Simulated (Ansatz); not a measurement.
CH4GeOSe, SMILES `O=[CH][GeH2][SeH]`. The species carries charge 0 and has multiplicity 1. All single points use the PBE0-D4/def2-TZVP geometry. It is one conformer, not always the lowest.

```xyz
8

O     1.636    1.607   -0.449
C     0.814    1.138    0.285
Ge    0.188   -0.765    0.131
Se   -2.161   -0.728   -0.041
H     0.329    1.761    1.071
H     0.468   -1.530    1.434
H     0.850   -1.426   -1.084
H    -2.124   -0.057   -1.347
```

Question: What is the dipole moment at PBE/def2-TZVPP? (An estimate is asked.)

Answer: The calculation gave: 1.00 D, with components (-0.46, -0.55, 0.70) D in this frame, pointing from negative to positive charge.

Question: And with r2SCAN, B3LYP, ωB97M-V? (An estimate is asked.)

Answer: The calculation gave: r2SCAN 1.04 D, B3LYP 1.19 D, ωB97M-V 1.19 D.

Question: Give the Mulliken charges with PBE, ωB97M-V, r2SCAN in def2-TZVPP. (Estimate.)

Answer: Ansatz gave: 
```tsv
atom	PBE	ωB97M-V	r2SCAN
O1	-0.17	-0.22	-0.24
C2	0.06	0.05	0.13
Ge3	0.21	0.15	0.23
Se4	-0.24	-0.24	-0.27
H5	0.06	0.09	0.04
H6	0.01	0.04	0.01
H7	0.01	0.05	0.01
H8	0.07	0.08	0.08
```

B3LYP here is the variant with VWN-RPA as its local correlation; programs differ in this.
